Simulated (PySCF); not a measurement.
## `C=COC[C@@H](C)F`, C₅H₉FO

Geometry (Å), atoms numbered from 1 in this order:
```xyz
16

C     0.401   -0.591    2.379
C     1.120   -0.799    1.288
O     0.950   -0.340    0.024
C    -0.203    0.392   -0.321
C    -1.342   -0.516   -0.814
C    -2.149   -1.194    0.279
F    -2.196    0.275   -1.566
H    -0.496    0.000    2.405
H     0.714   -1.022    3.311
H     2.024   -1.394    1.316
H     0.093    1.037   -1.155
H    -0.547    1.025    0.503
H    -0.927   -1.256   -1.512
H    -2.598   -0.446    0.929
H    -2.945   -1.783   -0.170
H    -1.509   -1.848    0.863
```

Computed with GIAO PBE/pcSseg-1 magnetisability, rotational g tensor and spin-rotation constants, non-relativistic, gas phase (PySCF 2.14.0). Geometry: GFN2-xTB, dihedral held. The dihedral C5–C4–O3–C2 is held at 270°.

(1) How diamagnetic is it, and how anisotropic?

(2) Split it along the inertial axes a, b, c into diamagnetic and paramagnetic parts about the centre of mass, with the quadrupole moment.

(3) And the rotational g tensor?

Results:

(1) Isotropic -1056 × 10⁻³⁰ J/T², or -63.6 × 10⁻⁶ cm³/mol; principal values -1108, -1065, -996 × 10⁻³⁰ J/T², anisotropy 98 × 10⁻³⁰ J/T² (root of half the summed squared differences of the principal values). The susceptibility is in cgs units.

(2) 
| axis | χ (10⁻⁶ cm³/mol) | diamagnetic (10⁻⁶ cm³/mol) | paramagnetic (10⁻⁶ cm³/mol) | summed x² of all electrons (Å²) | quadrupole Θ (D Å) |
| --- | --- | --- | --- | --- | --- |
| a | -65.3 | -348.5 | 283.2 | 166.4 | -3.99 |
| b | -63.6 | -805.2 | 741.5 | 58.8 | +1.35 |
| c | -61.9 | -955.4 | 893.5 | 23.4 | +2.64 |

Anisotropies 2χaa − χbb − χcc = -5.0 and 2χbb − χaa − χcc = -0.1 × 10⁻⁶ cm³/mol. Θ is traceless in Buckingham's convention.

(3) 
| axis | rotational constant (GHz) | g | nuclear part | electronic part |
| --- | --- | --- | --- | --- |
| a | 4.9344 | -0.0237 | 0.6329 | -0.6565 |
| b | 1.6113 | -0.0114 | 0.5500 | -0.5613 |
| c | 1.3478 | -0.0111 | 0.5547 | -0.5657 |

Asymmetric top; isotopes 12C, 19F, 1H, 16O; no vibrational averaging.
